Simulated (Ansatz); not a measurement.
Consider the ligand exchange at the Sn–C bond: `C[CH2][Sn][NH2]` + CH₃SH → `C[S][Sn][NH2]` + ethane.

Program: Ansatz. Geometries: PBE0-D4/def2-TZVP. ΔE: electronic, gas phase. CCSD(T)/CBS adds triple-zeta CCSD(T) − MP2 to the extrapolated MP2 energy (def2 sets, frozen cores). This one scheme is used for every species. Functionals use def2-TZVPP. Elements past krypton have def2 core potentials. For Sn outer-core shells are correlated without core-valence functions, which leaves a few kJ/mol of doubt a bond. One conformer a species, not always the lowest.

Is it downhill or uphill in electronic energy at CCSD(T)/CBS, and by how much? (Best estimate.)

Ansatz gave: Downhill: ΔE = -131.5 kJ/mol.

What do these levels give: ωB97M-V, PBE, MP2/def2-SVP, CCSD(T)/def2-SVP, CCSD/def2-TZVPP, HF/def2-QZVPP? (Best estimate.)

The calculation gave: ωB97M-V -130.7, PBE -136.5, MP2/def2-SVP -130.9, CCSD(T)/def2-SVP -127.2, CCSD/def2-TZVPP -124.4, HF/def2-QZVPP -135.1 kJ/mol.

What do rigid-rotor, harmonic-oscillator terms from PBE0-D4/def2-TZVP frequencies (298.15 K, 1 bar) make of the CCSD(T)/CBS value? (Best estimate.)

Ansatz gave: ΔZPE = +8.4 kJ/mol, ΔH = -123.1 kJ/mol, ΔS = -24 J/(mol·K), ΔG = -115.9 kJ/mol. Modes under 50 cm⁻¹ make the entropy rough.

Largest T1 diagnostic among the species: 0.016.

At CCSD(T), def2-SVP lies +4.3 kJ/mol from the extrapolated value and def2-TZVPP +5.9 kJ/mol. Leaving LDA and LC-ωPBE aside and taking each functional with its dispersion term where it has one, the values, not all of them listed here, spread over 10.6 kJ/mol, from B97M-V to ωB97X-V.
